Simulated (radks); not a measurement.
Pm15+, configuration [Kr] 4d10.

All-electron calculation, scalar-relativistic Kohn-Sham, r2SCAN, spin-polarised, spherical densities, finite nucleus; meta-GGA in the generalised Kohn-Sham scheme; Fermi nuclear charge, rms radius 4.962 fm. Program: a radial shooting solver on a logarithmic mesh with Libxc functionals.

Energy parts (hartree):
| part | energy |
|---|---|
| total | -9953.6682 |
| kinetic | 10620.6623 |
| electron-nucleus | -23659.2478 |
| Hartree | 3303.3298 |
| exchange-correlation | -218.4125 |

Orbitals (lengths in bohr, moments of r in powers of bohr):
orbital  occ.  eigenvalue (hartree)      <r^2>
1s          2             -1668.520  0.0007320
2s          2             -281.6854    0.01156
2p          6             -252.6552   0.009268
3s          2             -70.77705    0.07715
3p          6             -61.61134    0.07725
3d         10             -49.05933    0.06546
4s          2             -22.90758     0.3778
4p          6             -19.79485     0.4166
4d         10             -15.35820     0.4727
5s          0             -10.21759      1.456
5p          0              -9.09565      1.667

The highest occupied level is 4d at -417.92 eV. The electron density at the nucleus is 5.133e+05 e/bohr^3 (large components only). For comparison, the ionisation energy in NIST's Atomic Spectra Database is 430 eV (theoretical). In exact Kohn-Sham theory the highest level is minus the ionisation energy, but local and semilocal functionals leave it too shallow, through self-interaction and a potential that decays too fast; potentials with the right tail come closer. Summed over all electrons, <r^2> = 9.335 bohr^2, which gives a Langevin (diamagnetic) susceptibility term of -7.39 x 10^-6 cm^3/mol. The density falls to 0.001 e/bohr^3 at r = 1.71 bohr.
